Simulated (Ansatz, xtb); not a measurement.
## Two isomers of C5H10OS

Structure I: `CO[C@H]1C[C@H](S)C1`, a singlet. Structure II: `COC1(S)CCC1`, a singlet. Both are isolated molecules in the gas phase, relaxed with B3LYP-D3(BJ)/def2-SVP; each stands in its lowest conformer found.

Quicker runs give these differences E(II) − E(I): GFN2-xTB −5.1 kcal/mol; HF/STO-3G −1.2 kcal/mol (at GFN2-xTB geometries); r2SCAN-D4/def2-SVP −5.0 kcal/mol (at GFN2-xTB geometries).

Task: Estimate E(II) − E(I) at the level CCSD(T)/def2-SVP + ΔMP2/def2-TZVPP.

Result: Calculated at CCSD(T)/def2-SVP + ΔMP2/def2-TZVPP: E(II) − E(I) = −3.2 kcal/mol, so structure II lies lower.

How the difference moves with the method:

```
                             level               geometry  E(II) − E(I) (kcal/mol)  departure from the last row (kcal/mol)  job, with rough time for the two
                          GFN2-xTB               GFN2-xTB                      −5.1                                    −1.8              optimisation, 0.29 s
                         HF/STO-3G               GFN2-xTB                      −1.2                                    +2.0               single point, 0.7 s
                r2SCAN-D4/def2-SVP               GFN2-xTB                      −5.0                                    −1.8               single point, 8.4 s
             B3LYP-D3(BJ)/def2-SVP  B3LYP-D3(BJ)/def2-SVP                      −4.2                                    −0.9             optimisation, 1.9 min
                       HF/def2-SVP  B3LYP-D3(BJ)/def2-SVP                      −1.2                                    +2.1           part of the CCSD(T) run
                      MP2/def2-SVP  B3LYP-D3(BJ)/def2-SVP                      −4.8                                    −1.5           part of the CCSD(T) run
                  CCSD(T)/def2-SVP  B3LYP-D3(BJ)/def2-SVP                      −4.2                                    −0.9                      single point
CCSD(T)/def2-SVP + ΔMP2/def2-TZVPP  B3LYP-D3(BJ)/def2-SVP                      −3.2                                                     single point, 3.4 min
```

As drawn, both hold the same kinds of bond in the same numbers.

None of the levels shown reverses the order. The largest departure from CCSD(T)/def2-SVP + ΔMP2/def2-TZVPP is that of HF/def2-SVP, 2.1 kcal/mol. The last row adds to CCSD(T) the change of the MP2 difference between the two basis sets, here +0.9 kcal/mol.

With thermal terms from frequencies at re-optimised GFN2-xTB minima (ideal gas, soft modes damped towards free rotors, one conformer each, 298.15 K, 1 atm): the zero-point term adds 0.0 kcal/mol; ΔH is −3.2 and ΔG −3.0 kcal/mol.

The correlated steps freeze 11 core orbitals. Mirror images aren't counted in ΔG. Programs: Ansatz 0.2.0, xtb 6.7.1; the last row on 2 threads of Arm Neoverse V1 on a shared host.
